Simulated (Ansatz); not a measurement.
The cluster TeAu2⁺. Total charge 1; doublet. Geometry PBE0-D4/def2-TZVP, basis def2-TZVP, Ansatz.

```
atom   x (Å)   y (Å)   z (Å)
 Au1   1.161   1.458  -0.421
 Au2  -0.161  -1.902   0.094
 Te3  -1.000   0.444   0.327
```

| run | HOMO (eV) | LUMO (eV) |
| --- | --- | --- |
| A | -11.49 | -10.09 |
| B | -11.65 | -10.04 |
| C | -12.19 | -9.75 |
| D | -12.07 | -9.68 |
| E | -11.52 | -10.82 |
| F | -11.36 | -10.36 |

In the def2 sets Au, Te take a core potential; there is no spin–orbit coupling. B3LYP takes the VWN-RPA correlation. The structure comes from a short search, and lower isomers may exist.

HOMO and LUMO are taken over both spins.

The runs used B3LYP, B97M-V, LDA (SPW92), PBE, r2SCAN, r2SCANh. Estimate which is which.

A B97M-V (0 % exact exchange); B r2SCAN (0 % exact exchange); C B3LYP (20 % exact exchange); D r2SCANh (10 % exact exchange); E LDA (SPW92) (0 % exact exchange); F PBE (0 % exact exchange). Exact exchange lowers occupied and raises empty levels; among semilocal functionals meta-GGAs tend to open the gap a little, and such runs are hard to tell apart. The gap grows from 0.70 eV (LDA (SPW92)) to 2.44 eV (B3LYP).
